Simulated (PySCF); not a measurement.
Geometry:
| atom | x (Å) | y (Å) | z (Å) |
| --- | --- | --- | --- |
| B1 | -2.298 | 0.379 | -0.951 |
| N2 | -1.016 | -0.097 | -0.044 |
| C3 | -1.353 | 0.089 | 1.376 |
| C4 | -0.758 | -1.522 | -0.307 |
| C5 | 0.148 | 0.745 | -0.430 |
| C6 | 1.445 | 0.465 | 0.277 |
| C7 | 2.417 | -0.556 | -0.246 |
| C8 | 2.718 | 0.902 | -0.390 |
| H9 | -3.233 | -0.335 | -0.606 |
| H10 | -1.966 | 0.198 | -2.118 |
| H11 | -2.478 | 1.562 | -0.685 |
| H12 | -2.277 | -0.463 | 1.588 |
| H13 | -1.536 | 1.155 | 1.561 |
| H14 | -0.545 | -0.274 | 2.029 |
| H15 | -0.508 | -1.647 | -1.368 |
| H16 | 0.063 | -1.900 | 0.320 |
| H17 | -1.679 | -2.082 | -0.102 |
| H18 | -0.168 | 1.785 | -0.265 |
| H19 | 0.268 | 0.623 | -1.516 |
| H20 | 1.427 | 0.599 | 1.364 |
| H21 | 2.991 | -1.141 | 0.478 |
| H22 | 2.140 | -1.108 | -1.149 |
| H23 | 3.501 | 1.342 | 0.232 |
| H24 | 2.640 | 1.343 | -1.388 |

Geometry: PBE0-D3(BJ)/def2-SVP; GIAO absolute shieldings from PySCF, gas phase, non-relativistic, averaged over equivalent atoms.

At PBE0/pcSseg-1 (216 basis functions, 2.5 min wall time on 1 thread of an Intel Xeon, shared host):
| atoms | σ (ppm) |
| --- | --- |
| B1 | 110.9 |
| N2 | 201.4 |
| C5 | 115.5 |
| C3/C4 | 134.8 |
| C7/C8 | 178.5 |
| C6 | 178.8 |
| H18/H19 | 28.71 |
| H12/H13/H14/H15/H16/H17 | 28.81 |
| H9/H10/H11 | 29.16 |
| H21/H23 | 30.68 |
| H20 | 30.72 |
| H22/H24 | 31.12 |

Q: Predict the values at CAM-B3LYP/pcSseg-1 on the same geometry.

A: 
```tsv
atoms	σ at CAM-B3LYP/pcSseg-1	change
B1	108.8	-2.1
N2	202.4	+1.0
C5	113.2	-2.3
C3/C4	132.6	-2.2
C7/C8	176.8	-1.7
C6	177.1	-1.7
H18/H19	28.82	+0.11
H12/H13/H14/H15/H16/H17	28.89	+0.08
H9/H10/H11	29.31	+0.15
H21/H23	30.73	+0.05
H20	30.78	+0.06
H22/H24	31.16	+0.04
```

The largest change is at C5 (sp3 CH2 bonded to N). Cost: 216 basis functions, 2 min wall time on 1 thread of an Intel Xeon, shared host. The order of the carbon signals is the same at both levels.
